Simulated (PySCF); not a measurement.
Si(H)(F)(Br)(Me) (CH₄BrFSi), SMILES C[SiH](F)Br. Geometry optimised at PBE0-D3(BJ)/def2-SVP.

All values below come from PBE0-D3(BJ)/def2-SVP run with PySCF 2.14.0.

Harmonic wavenumbers (cm⁻¹): 156, 173, 213, 267, 434, 669, 730, 769, 844, 880, 939, 1270, 1419, 1421, 2287, 3063, 3172, 3179. Rotational constants (GHz): 6.009, 1.984, 1.615; symmetry number 1.

Task: Work out the zero-point energy and the ideal-gas rigid-rotor harmonic-oscillator thermochemistry at 298.15 K and 1 atm.

Result: ZPE = ½ Σ hcν = ½ × 21885 cm⁻¹ = 130.90 kJ/mol. H − E(el) = 148.77 kJ/mol. Entropy in J/(mol K): translation 170.64, rotation 113.87, vibration 45.38, total 329.89. G − E(el) = 50.42 kJ/mol. Cp = 87.70 J/(mol K).
